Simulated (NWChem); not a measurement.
The numbers come from NWChem runs, not from measurements. System: HClSi, charge 0, spin multiplicity 1, at a geometry optimised with PBE0/def2-SVP. The structure started from a generated list of species. Level: EOM-CCSD/def2-SVPD, 10 core orbitals frozen.

Output (cleaned and shortened):

```
             Northwest Computational Chemistry Package (NWChem) 7.3.0
             --------------------------------------------------------

                                NWChem Input Module
                                -------------------

 Scaling coordinates for geometry "geometry" by  1.889725989
 (inverse scale =  0.529177249)

 Turning off AUTOSYM since
 SYMMETRY directive was detected!

                             Geometry "geometry" -> ""
                             -------------------------

 Output coordinates in angstroms (scale by  1.889725989 to convert to a.u.)

  No.       Tag          Charge          X              Y              Z
 ---- ---------------- ---------- -------------- -------------- --------------
    1 Si                  14.0000    -0.75069200    -0.81367800     0.00000000
    2 H                    1.0000     0.32763900    -1.91061200     0.00000000
    3 Cl                  17.0000     0.59894400     0.78247700     0.00000000

 Effective nuclear repulsion energy (a.u.)      68.3925090757

            Nuclear Dipole moment (a.u.)
            ----------------------------
        X                 Y               Z
 ---------------- ---------------- ----------------
    -0.0000018897     0.0000094486     0.0000000000

      Symmetry information
      --------------------

 Group name             Cs
 Group number              2
 Group order               2
 No. of unique centers     3

      Symmetry unique atoms

     1    2    3


 Summary of "ao basis" -> "" (spherical)
 ------------------------------------------------------------------------------
       Tag                 Description            Shells   Functions and Types
 ---------------- ------------------------------  ------  ---------------------
 *                         def2-svpd                  on all atoms

 Summary of "ao basis" -> "ao basis" (spherical)
 ------------------------------------------------------------------------------
       Tag                 Description            Shells   Functions and Types
 ---------------- ------------------------------  ------  ---------------------
 Si                        def2-svpd                10       24   5s3p2d
 H                         def2-svpd                 4        8   2s2p
 Cl                        def2-svpd                11       27   5s4p2d

                                 NWChem SCF Module
                                 -----------------

  ao basis        = "ao basis"
[...]
 Excitation energy / hartree =        0.105380545291885
                   / eV      =        2.867551759171476
 largest EOMCCSD amplitudes: R1 and R2

 Singles contributions
    17a"  (alpha) ---    16a'  (alpha)       -0.9108222267

 Doubles contributions
 ------------------

 Excited state root  2
 Excitation energy / hartree =        0.211350404876729
                   / eV      =        5.751139582996042
 largest EOMCCSD amplitudes: R1 and R2

 Singles contributions
    17a"  (alpha) ---    15a'  (alpha)       -0.8907186597
    27a"  (alpha) ---    15a'  (alpha)       -0.1227835349

 Doubles contributions

 No. of initial left vectors    2

 EOM-CCSD left-hand side iterations
 --------------------------------------------------------------
      Residuum       Omega / hartree  Omega / eV    Cpu    Wall
 --------------------------------------------------------------

 Iteration   1 using    2 trial vectors
   0.4274745839030   0.1894968563950    5.15647
   0.5667823122284   0.3327012120023    9.05326     0.6     0.6

 Iteration   2 using    4 trial vectors
   0.1101509779297   0.1139126872122    3.09972
   0.1187005014077   0.2217283053782    6.03354     0.7     0.7

 Iteration   3 using    6 trial vectors
   0.0388932861329   0.1071396109575    2.91542
   0.0492664430205   0.2138115638135    5.81811     0.7     0.7

 Iteration   4 using    8 trial vectors
   0.0152191595641   0.1057221525145    2.87685
   0.0192870660353   0.2117952799599    5.76325     0.7     0.7

 Iteration   5 using   10 trial vectors
   0.0059591742875   0.1054448227671    2.86930
   0.0086009130953   0.2114092224535    5.75274     0.7     0.7

 Iteration   6 using   12 trial vectors
   0.0025264964294   0.1053900890151    2.86781
   0.0041714576951   0.2113868519076    5.75213     0.6     0.6

 Iteration   7 using   14 trial vectors
   0.0013025013437   0.1053760360383    2.86743
   0.0025937813758   0.2113439982466    5.75097     0.6     0.6

 Iteration   8 using   16 trial vectors
   0.0006219508338   0.1053807798903    2.86756
   0.0016185570747   0.2113467976979    5.75104     0.7     0.7

 Iteration   9 using   18 trial vectors
   0.0002510746150   0.1053810542209    2.86757
   0.0009481867365   0.2113534022054    5.75122     0.7     0.7

 Iteration  10 using   20 trial vectors
   0.0000913107001   0.1053805010874    2.86755
   0.0005259120650   0.2113497159472    5.75112     0.7     0.7

 Iteration  11 using   22 trial vectors
   0.0000327581101   0.1053805114140    2.86755
   0.0002909536860   0.2113503343640    5.75114     0.6     0.6

 Iteration  12 using   24 trial vectors
   0.0000123520830   0.1053805320735    2.86755
   0.0001619700830   0.2113502859940    5.75114     0.5     0.5

 Iteration  13 using   26 trial vectors
   0.0000047033152   0.1053805684812    2.86755
   0.0000860694675   0.2113502246537    5.75113     0.5     0.5

 Iteration  14 using   27 trial vectors
   0.0000029862677   0.1053805707653    2.86755
   0.0000454259189   0.2113503084783    5.75114     0.3     0.3

 Iteration  15 using   28 trial vectors
   0.0000025851800   0.1053805732039    2.86755
   0.0000224026717   0.2113503400862    5.75114     0.3     0.3

 Iteration  16 using   29 trial vectors
   0.0000025264825   0.1053805719497    2.86755
   0.0000115676285   0.2113503597834    5.75114     0.3     0.3

 Iteration  17 using   30 trial vectors
   0.0000025121930   0.1053805705898    2.86755
   0.0000053536133   0.2113503658806    5.75114     0.3     0.3
 --------------------------------------------------------------
 Iterations converged

 Excited state root  1
 Excitation energy / hartree =        0.105380545291885
                   / eV      =        2.867551759171476

 EOM-CCSD transition moments / hartree
 --------------------------------------------
 X    0.0000000 Y    0.0000000 Z    0.4722378
 Oscillator Strength                0.0156672
 --------------------------------------------

 EOM-CCSD dipole moments / hartree & Debye
 ------------------------------------
   X         0.2366428      0.6014905
   Y         0.3447763      0.8763405
   Z        -0.0000000     -0.0000000
 Total       0.4181752      1.0629034
 ------------------------------------

 Singles contributions
    17a"  (alpha) ---    16a'  (alpha)       -0.9108222267

 Doubles contributions

 Excited state root  2
 Excitation energy / hartree =        0.211350404876729
                   / eV      =        5.751139582996042

 Task  times  cpu:       48.3s     wall:       48.3s

 Total times  cpu:       48.4s     wall:       48.4s
```

Question: Write an NWChem input that would produce this output.

Answer: Several could match; the one computed here: 
```
start mol
memory heap 100 mb stack 700 mb global 1900 mb
geometry units angstroms nocenter noautoz
  Si    -0.750692    -0.813678     0.000000
  H      0.327639    -1.910612     0.000000
  Cl     0.598944     0.782477     0.000000
  symmetry group Cs
end
basis spherical
  * library def2-svpd
end
scf
  rhf
  nopen 0
  maxiter 100
  thresh 1e-7
  semidirect memsize 60000000 filesize 0
end
tce
  freeze core 10
  ccsd
  nroots 2
  2eorb
  2emet 13
  thresh 1e-5
  maxiter 200
  tilesize 24
  dipole
end
task tce energy
```
